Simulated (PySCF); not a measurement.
C6H9Al.
Atom-mapped SMILES: `[CH:1]#[C:2][C@H:3]1[CH2:4][CH2:5][AlH:6][CH2:7]1`

Cartesian coordinates in Å at the PBE0-D3(BJ)/def2-SVP level; atoms count from 1:
```
atom  x, y, z in Å
C1     2.243   -0.628    1.228
C2     1.557   -0.370    0.261
C3     0.653   -0.001   -0.830
C4    -0.595   -0.924   -0.811
C5    -1.410   -0.731    0.482
Al6   -0.984    1.143    0.925
C7     0.207    1.468   -0.616
H8     2.877   -0.867    2.062
H9     1.189   -0.134   -1.787
H10   -0.284   -1.970   -0.963
H11   -1.207   -0.645   -1.686
H12   -2.475   -0.974    0.340
H13   -1.049   -1.406    1.277
H14   -1.454    2.080    2.122
H15   -0.351    1.815   -1.505
H16    1.066    2.142   -0.485
```

Definitions: NICS(0) = −σiso at the ring centroid; NICS(1) = −σiso and NICS(1)zz = −σzz at ±1 Å along the ring normal z. Level: GIAO HF/pcSseg-1 (PySCF, non-relativistic, gas phase) on the PBE0-D3(BJ)/def2-SVP geometry, one conformer.

Ring bond lengths (Å): C3–C4 1.552, C4–C5 1.540, C5–Al6 1.972, Al6–C7 1.974, C7–C3 1.550.

Question: What do the NICS probes read (ppm)?

Answer: 
| ring | type | NICS(0) | NICS(1), two faces | NICS(1)zz, two faces | rms pucker (Å) | centre to ring atoms, mean (Å) |
| --- | --- | --- | --- | --- | --- | --- |
| C3–C4–C5–Al6–C7 | 5-membered ring with Al; formal bonds all single | -4.2 | -3.1 / -4.6 | -2.2 / -7.9 | 0.22 | 1.42 |

Question: What can be read from them?

Answer: 
- C3–C4–C5–Al6–C7: mean NICS(1)zz -5.0 ppm, shielded. C3, C4, C5, C7 have four or more neighbours; no verdict on aromaticity is drawn. The two faces differ by 5.7 ppm, so no symmetry operation interchanges them.

Question: Give the inner angles of the rings.

Answer: 
- C3–C4–C5–Al6–C7: C3 109.3°, C4 111.2°, C5 101.1°, Al6 96.4°, C7 97.2°; sum 515.2° against 540° for a flat convex ring.

Question: How do the values depend on the level or the medium?

Answer: 
| level | NICS(0), C3–C4–C5–Al6–C7 | mean NICS(1)zz, C3–C4–C5–Al6–C7 |
| --- | --- | --- |
| HF/pcSseg-1, gas | -4.2 | -5.0 |
| PBE0/pcSseg-1, gas | -3.8 | -5.2 |

The geometry is the same throughout.

The run took 20 s on one thread, Arm Neoverse N1 (aarch64) (shared host), and the process peaked at 0.78 GiB of memory. This is the whole shielding run at HF/pcSseg-1, SCF included.
